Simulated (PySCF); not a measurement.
A GIAO shielding run with PySCF 2.14.0 with density-fitted response routines (density fitting, non-relativistic, gas phase) on `[Si@H]([Si@@H](CC#N)N)(N)[SiH3]`, C2H11N3Si3:

```
$ OMP_NUM_THREADS=1 python probes_run.py task.json out

{"job": {"kind": "nmr", "xc": "PBE0", "basis": "pcSseg-1"}, "charge": 0, "multiplicity": 1}
N     -2.127618     0.965567     2.682440
C     -2.313186     0.829848     1.558941
C     -2.460150     0.627442     0.161969
Si    -0.987901    -0.458100    -0.470837
N     -1.092592    -0.215774    -2.179608
Si     1.061386     0.360047     0.225828
N      1.042057     0.082128     1.928928
Si     2.956576    -0.701507    -0.570301
H     -2.446442     1.595471    -0.339037
H     -3.422713     0.153381    -0.032621
H     -1.370928    -1.822242    -0.039869
H     -0.386147    -0.627934    -2.765708
H     -1.986431    -0.283065    -2.641022
H      1.150994     1.808806    -0.116394
H      1.870825     0.256701     2.473835
H      0.229044     0.333430     2.471491
H      2.744404    -2.128083    -0.843059
H      3.417265    -0.134344    -1.842424
H      4.111755    -0.632521     0.329987
```

Hardware: 1 thread of an Intel Xeon, shared host. The job also computes population analyses, field gradients.

Question: How large is the calculation?

Answer: 86 electrons, 212 basis functions and 1159 auxiliary functions.

Question: How long does it take, and how much memory does it need?

Answer: 87 s of wall time, with 14 SCF cycles and 5 response iterations; peak memory 0.94 GiB. Times on a shared host scatter by some tens of per cent.
